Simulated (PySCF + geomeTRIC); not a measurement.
A geometry relaxed with B3LYP-D3(BJ)/def2-TZVP (PySCF + geomeTRIC), charge 0, multiplicity 2:

```xyz
7

C     -0.6501    -0.0232    -0.0095
F      1.5290    -0.9380     0.3459
F      1.4158     1.0822    -0.4842
H     -1.0847    -0.6997     0.7242
H     -1.1708     0.9318     0.0280
H     -0.7772    -0.4572    -1.0094
C      0.7918     0.1795     0.2855
```

### Question
Write the SMILES of this molecule.

### Answer
`C[C](F)F`
